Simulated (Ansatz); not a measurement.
Consider the ligand exchange at the Si–C bond: `B[SiH2][CH]1[NH][AlH]1` + HBr → `B[SiH2]Br` + `[CH2]1[NH][AlH]1`.

Computed with Ansatz on PBE0-D4/def2-TZVP structures; ΔE is electronic, products minus reactants. CCSD(T)/CBS is the MP2 limit (def2-TZVPP, def2-QZVPP) plus CCSD(T) − MP2 in def2-TZVPP, frozen cores. DFT in def2-TZVPP. B3LYP here is the variant with VWN-RPA as its local correlation; programs differ in this. For Br outer-core shells are correlated without core-valence functions, which leaves a few kJ/mol of doubt a bond. Scalar relativity is left out up to krypton. Each species was taken in one conformer, which may not be the lowest.

`B[SiH2][CH]1[NH][AlH]1`:

```xyz
12

B     1.161   -1.989    0.030
Si    0.151   -0.570    1.017
C     0.184    0.961   -0.071
N    -0.619    0.924   -1.356
Al   -1.434    1.984   -0.276
H     0.669   -2.574   -0.892
H     2.322   -2.196    0.238
H    -1.284   -0.936    1.243
H     0.744   -0.244    2.348
H     1.164    1.440   -0.154
H    -0.395    0.273   -2.087
H    -2.663    2.927   -0.040
```

HBr:

```xyz
2

Br    0.184    0.091   -0.680
H    -0.184   -0.091    0.680
```

`B[SiH2]Br`:

Z-matrix (Å, degrees):
```
Si
Br 1 2.231
B 1 2.004 2 113.6
H 1 1.488 2 107.3 3 -121.8
H 1 1.488 2 107.2 3 122.1
H 3 1.197 1 118.0 2 179.3
H 3 1.193 1 123.5 2 -0.8
```

`[CH2]1[NH][AlH]1`:

```xyz
7

C     0.338    0.238    0.739
N     0.311   -0.745   -0.403
Al   -0.883    0.450   -0.726
H     0.034   -0.162    1.709
H     1.257    0.822    0.832
H     0.933   -1.534   -0.421
H    -1.990    0.931   -1.731
```

(1) Is it downhill or uphill in electronic energy at CCSD(T)/CBS, and by how much? (Best estimate.)

(2) What do these levels give: r2SCAN-D4, PBE0-D4, ωB97M-V, PBE, r2SCAN, PBE0, B3LYP, MP2/def2-TZVPP, CCSD(T)/def2-TZVPP, HF/def2-QZVPP, MP2/CBS(def2), CCSD/CBS(def2)? (Best estimate.)

Largest T1 diagnostic among the species: 0.015.

Answers

(1) Computed: Downhill: ΔE = -0.94 eV.

(2) Ansatz gave: r2SCAN-D4 -0.91, PBE0-D4 -0.92, ωB97M-V -0.95, PBE -0.90, r2SCAN -0.93, PBE0 -0.96, B3LYP -0.99, MP2/def2-TZVPP -0.93, CCSD(T)/def2-TZVPP -0.90, HF/def2-QZVPP -1.15, MP2/CBS(def2) -0.97, CCSD/CBS(def2) -0.98 eV.

In def2-TZVPP, CCSD(T) changes the Hartree–Fock value by +0.26 eV (the triples alone add +0.04 eV) and MP2 by +0.23 eV. The D4 term adds +0.08 eV with B3LYP and +0.04 eV with PBE0; it sums over pairs of atoms, weighted by their polarisabilities, and B3LYP, whose exchange is more repulsive, gets the larger term. From PBE to PBE0 (25 % exact exchange), in def2-TZVPP and without D4, ΔE moves by −0.07 eV.
